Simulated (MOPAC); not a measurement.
Diatomic BeN, multiplicity 4 (lowest of 2S+1 = 2, 4 at CCSD(T)/def2-TZVPP on PBE0 minima; our sources give no spin for the ground state, which may be another).

Seven points along R, fitted to fifth degree in 1/R; most abundant isotopes. In def2 and cc sets the state is the lowest found near the PBE0 minimum, followed along R.

The state that PM6 reach isn't checked.

The values were computed with MOPAC for PM6 (differences of heats of formation). Values without a source in brackets are computed.

Energies at PM6:

| R (Å) | E (hartree) |
|---|---|
| 1.492619 | 0.22272328 |
| 1.532743 | 0.21814389 |
| 1.569657 | 0.21575269 |
| 1.611386 | 0.21484385 |
| 1.653115 | 0.21554028 |
| 1.701264 | 0.21797555 |
| 1.757438 | 0.22254593 |

Task: With a reduced mass of 5.4832 u, find the minimum, the force constant and the constants.

Result: A fifth-degree polynomial in 1/R puts the minimum at r_e = 1.6129 Å with force constant 399 N/m. Then ω_e = (1/2πc)√(k/μ) = 1111 cm⁻¹ and B_e = h/(8π²cμr_e²) = 1.182 cm⁻¹; the cubic and quartic terms give α_e = 0.010 and ω_e x_e = 8.0 cm⁻¹.
